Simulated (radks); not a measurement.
Question: All-electron atom: a nucleus of charge 21.9 with 21 electrons in [Ar] 3d2 4s1. Calculated with a radial shooting solver on a logarithmic mesh with Libxc functionals: Dirac Kohn-Sham, PBE, spin-unpolarised, spherical densities, finite nucleus; open shells fill j = l - 1/2 first; Fermi nuclear charge, rms radius 3.5921 fm.

Spin-orbit splittings of the eigenvalues, e(l+1/2) - e(l-1/2), with zeta = 2 splitting/(2l+1) and mean radii in bohr:

shell  occ.  splitting (eV)  zeta (eV)  <r> j=l-1/2  <r> j=l+1/2
2p        6           5.652      3.768       0.2897       0.2924
3p        6          0.6391     0.4260        1.090        1.098
3d        2               ?          ?        1.562        1.567

Estimate the 3d splitting.

Answer: 0.04567 eV (zeta = 0.01827 eV).
